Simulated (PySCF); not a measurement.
C₄H₈ClF, SMILES CCC[C@H](Cl)F.

Geometry: PBE-D3(BJ)/def2-SVP. The structure was generated by enumeration; whether it is a known compound was not checked. The values are those of a single conformer.

Computed with PBE-D3(BJ)/def2-SVP (PySCF 2.14.0).

Frequencies are harmonic and unscaled.

| mode | ν (cm⁻¹) | IR (km/mol) | moving atoms (share of kinetic energy) |
|---|---|---|---|
| 1 | 91 | 0.2 | H 46 %, C 39 %, F 14 % |
| 2 | 107 | 1.2 | C 44 %, H 35 %, F 11 %, Cl 10 % |
| 3 | 147 | 0.6 | C 46 %, Cl 21 %, H 20 %, F 12 % |
| 4 | 251 | 0.1 | H 89 %, C 10 % |
| 5 | 303 | 4.8 | C 44 %, F 28 %, Cl 15 %, H 13 % |
| 6 | 346 | 1.3 | C 47 %, H 26 %, F 14 %, Cl 13 % |
| 7 | 384 | 2.1 | Cl 44 %, F 35 %, C 16 % |
| 8 | 495 | 7.1 | C 47 %, H 36 %, F 16 % |
| 9 | 737 | 3.2 | H 89 %, C 10 % |
| 10 | 754 | 95.0 | C 76 %, Cl 11 %, H 11 % |
| 11 | 839 | 15.0 | H 66 %, C 25 %, F 8 % |
| 12 | 888 | 3.2 | H 59 %, C 41 % |
| 13 | 953 | 31.8 | H 51 %, C 36 %, F 13 % |
| 14 | 1043 | 8.5 | C 65 %, H 33 % |
| 15 | 1075 | 13.4 | C 52 %, H 44 % |
| 16 | 1111 | 23.9 | C 51 %, H 47 % |
| 17 | 1114 | 72.7 | C 60 %, H 26 %, F 13 % |
| 18 | 1189 | 13.1 | H 74 %, C 25 % |
| 19 | 1219 | 3.1 | H 76 %, C 22 % |
| 20 | 1267 | 15.5 | H 75 %, C 24 % |
| 21 | 1274 | 1.2 | H 90 %, C 10 % |
| 22 | 1331 | 8.8 | H 75 %, C 25 % |
| 23 | 1349 | 8.4 | H 73 %, C 26 % |
| 24 | 1355 | 14.2 | H 60 %, C 40 % |
| 25 | 1399 | 2.8 | H 92 %, C 8 % |
| 26 | 1419 | 1.7 | H 96 % |
| 27 | 1421 | 7.8 | H 97 % |
| 28 | 1433 | 4.6 | H 92 %, C 8 % |
| 29 | 2965 | 13.6 | H 94 % |
| 30 | 2968 | 27.1 | H 97 % |
| 31 | 2985 | 10.6 | H 94 % |
| 32 | 3003 | 23.3 | H 92 %, C 8 % |
| 33 | 3017 | 1.5 | H 91 %, C 9 % |
| 34 | 3044 | 5.9 | H 90 %, C 10 % |
| 35 | 3055 | 39.7 | H 91 %, C 9 % |
| 36 | 3064 | 20.5 | H 91 %, C 9 % |
